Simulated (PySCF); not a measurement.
CH6GeN2O.
Z-matrix (Å and degrees, PBE0-D3(BJ)/def2-SVP geometry), rows numbered from 1:
```
N 
Ge  1  1.8227
N   2  1.8716  1  106.15
C   3  1.3508  2  116.77  1   -57.60
O   4  1.2155  3  123.06  2    -1.49
H   1  1.0185  2  111.07  3    64.10
H   1  1.0166  2  114.96  3  -171.01
H   2  1.5380  1  109.00  3   113.23
H   2  1.5404  1  117.12  3  -119.30
H   3  1.0133  2  124.49  1   116.55
H   4  1.1167  3  114.77  2   178.49
```

Level: PBE0/def2-SVPD in PySCF, non-relativistic, on one gas-phase PBE0-D3(BJ)/def2-SVP geometry that isn't relaxed in the solvent. The solvent is an IEF-PCM continuum (van der Waals radii × 1.2), and excitations are vertical TDDFT with non-equilibrium linear response and a frozen core. The model holds no explicit solvent molecules, cavitation or dispersion. Spin–orbit coupling is left out although an atom past zinc is present.

Gas-phase singlets (H = HOMO, L = LUMO):

```json
{"state": "S1", "E (eV)": "5.668", "λ (nm)": "219", "f": "0.001", "leading configuration": "H-1→L 76%"}
{"state": "S2", "E (eV)": "6.254", "λ (nm)": "198", "f": "0.016", "leading configuration": "H→L 94%"}
{"state": "S3", "E (eV)": "6.846", "λ (nm)": "181", "f": "0.046", "leading configuration": "H-2→L 68%"}
{"state": "S4", "E (eV)": "6.893", "λ (nm)": "180", "f": "0.010", "leading configuration": "H→L+2 48%"}
{"state": "S5", "E (eV)": "6.935", "λ (nm)": "179", "f": "0.005", "leading configuration": "H→L+1 48%"}
```

Question: Give the list for acetonitrile (ε = 35.69), n² = 1.81.

Answer: 
```csv
state,E (eV),λ (nm),f,leading configuration,change by rank (eV)
S1,5.836,212,0.001,H-1→L 77%,+0.168
S2,6.378,194,0.018,H→L 93%,+0.124
S3,6.950,178,0.111,H-2→L 76%,+0.104
S4,7.077,175,0.015,H→L+2 51%,+0.184
S5,7.193,172,0.036,H→L+1 52%,+0.258
```

Question: The ground-state energy changes by -0.379 eV from gas to acetonitrile. By how much does the total energy of gas-phase S1 change?

Answer: E(S1) = E(S0) + excitation energy, so it changes by -0.379 + 0.168 = -0.211 eV: it is lowered less than the ground state, which is what a blue shift means. This is the vertical state, with the slow part of the continuum still set for S0.

Question: How do the frontier levels move from gas to acetonitrile?

Answer: 
```csv
orbital,gas (eV),solvent (eV),change (eV),"Löwdin shares, gas","Löwdin shares, solvent"
LUMO+2,0.60,0.81,+0.21,"Ge2 34 %, C4 12 %, N3 10 %, H8 10 %","Ge2 27 %, H8 11 %, N1 10 %, N3 10 %"
LUMO+1,0.42,0.69,+0.27,"Ge2 32 %, H10 20 %, H8 11 %, C4 10 %","Ge2 42 %, C4 12 %, H8 11 %, H9 7 %"
LUMO,0.00,0.07,+0.07,"C4 26 %, Ge2 17 %, O5 17 %, N3 11 %","C4 31 %, O5 20 %, N3 14 %, Ge2 13 %"
HOMO,-7.53,-7.56,-0.03,"N1 64 %, Ge2 13 %, H9 8 %, H7 6 %","N1 63 %, Ge2 14 %, H9 8 %, H7 6 %"
HOMO-1,-7.78,-7.91,-0.13,"O5 66 %, C4 14 %, H11 8 %, N3 7 %","O5 60 %, C4 13 %, N3 13 %, H11 7 %"
HOMO-2,-8.03,-8.03,0.00,"N3 45 %, O5 32 %, C4 10 %","N3 42 %, O5 34 %, C4 11 %"
HOMO-3,-9.82,-9.65,+0.17,"Ge2 37 %, H8 32 %, H9 11 %, N1 10 %","Ge2 37 %, H8 33 %, N1 11 %, H9 9 %"
```

The HOMO–LUMO gap goes from 7.53 to 7.63 eV. Rows go by rank; for LUMO+1 and LUMO+2 the atom shares or the degeneracy differ between the runs, so the row needn't follow one orbital.
